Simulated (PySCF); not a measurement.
Field gradients at the hydrogen positions

Species: C4H8O4SSi.
Z-matrix (Å and degrees, GFN2-xTB geometry), rows numbered from 1:
```
C 
O   1  1.4247
C   2  1.3297  1  116.99
O   3  1.2071  2  123.78  1    -3.08
Si  3  1.9231  2  109.59  1   177.90
O   5  1.6610  3  110.10  2   -30.21
C   6  1.3165  5  125.08  3   -43.27
O   7  1.1909  6  125.51  5    -1.78
S   5  2.1208  3  111.67  2  -150.90
C   9  1.8294  5  101.43  3   -49.93
H   1  1.0917  2  110.01  3    55.71
H   1  1.0912  2  109.80  3   -64.32
H   1  1.0865  2  106.36  3   175.96
H   5  1.4552  3  110.94  2    78.31
H   7  1.1030  6  110.37  5   177.93
H  10  1.0837  9  109.55  5    49.60
H  10  1.0844  9  109.22  5   -72.12
H  10  1.0842  9  106.36  5   169.02
```

Level: PBE0/pcSseg-1 (PySCF, non-relativistic); Q(2H) = 0.00286 b; rigid geometry, the same for H and D, with no vibrational averaging.

Task: Rank these positions by the coupling χzz of a deuteron there, largest first.
A. H13 (methyl hydrogen)
B. H18 (methyl hydrogen)
C. H15 (formyl hydrogen)
D. H12 (methyl hydrogen)
E. H14 (Si–H hydrogen)

Result: B (214 kHz), A (206 kHz), D (199 kHz), C (185 kHz), E (110 kHz).

Task: Give the electric field gradient Vzz (the principal value of largest size), its asymmetry and the 2H coupling at each hydrogen.

Result: 
```
atom  bonded to  bond length (Å)  Vzz (au)     η  χzz (kHz)
 H11         C1            1.092    0.2957  0.10        199
 H12         C1            1.091    0.2964  0.10        199
 H13         C1            1.086    0.3073  0.08        206
 H14        Si5            1.455    0.1643  0.02        110
 H15         C7            1.103    0.2756  0.03        185
 H16        C10            1.084    0.3014  0.04        203
 H17        C10            1.084    0.3166  0.04        213
 H18        C10            1.084    0.3181  0.06        214
```

Task: Average by the element that carries the hydrogen.

Result: on C: 203 kHz over 7 positions, mean bond length 1.089 Å; on Si: 110 kHz over 1 position, mean bond length 1.455 Å.

Task: How does χzz go with the bond length over the 7 C–H bonds?

Result: A straight-line fit has a slope of -13.0 kHz for each 0.01 Å, with a correlation coefficient of -0.92, over lengths from 1.084 to 1.103 Å. The longer bonds have the smaller couplings here.

Task: Give the 2H NMR doublet splittings at H12 for a magnetic field along the z, y and x axes of the gradient: 3χ/2, 3χ(1 + η)/4, 3χ(1 − η)/4.

Result: With |χ| = 199.2 kHz and η = 0.096: 299, 164 and 135 kHz, to first order and without motion.

Isolated species at its GFN2-xTB geometry (one conformer only). GFN2-xTB bond lengths can be off by several hundredths of an ångström, more for odd bonds, and the gradients follow them. With a basis this small, the couplings can be 20 % off.

The run behind these numbers computed NMR shieldings as well. On an Arm Neoverse N1 with one thread (shared host), this took 1.8 min of wall time (with the writing of density and orbital grids) and 1.1 GiB of memory at its peak.
